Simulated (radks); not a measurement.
Results of a calculation; reference values are marked as such.
Species: Sb IV. Configuration: [Ar] 3d10 4s2 4p5 4d10 5s2 5d1 (not the ground configuration). Level of theory: Dirac Kohn-Sham, B86b exchange with PBE correlation, spin-unpolarised, spherical densities, finite nucleus; open shells are shared between the two j in proportion to 2j + 1; Fermi nuclear charge, rms radius 4.6802 fm (a radial shooting solver on a logarithmic mesh with Libxc functionals).

Spin-orbit splittings of the eigenvalues, e(l+1/2) - e(l-1/2), with zeta = 2 splitting/(2l+1) and mean radii in bohr:

| shell | occ. | splitting (eV) | zeta (eV) | <r> j=l-1/2 | <r> j=l+1/2 |
|---|---|---|---|---|---|
| 2p | 6 | 251.9 | 168.0 | 0.1032 | 0.1087 |
| 3p | 6 | 46.51 | 31.01 | 0.3207 | 0.3320 |
| 3d | 10 | 9.667 | 3.867 | 0.3032 | 0.3067 |
| 4p | 5 | 8.805 | 5.870 | 0.8236 | 0.8512 |
| 4d | 10 | 1.341 | 0.5364 | 0.9824 | 0.9934 |
| 5d | 1 | 0.1356 | 0.05426 | 3.056 | 3.079 |
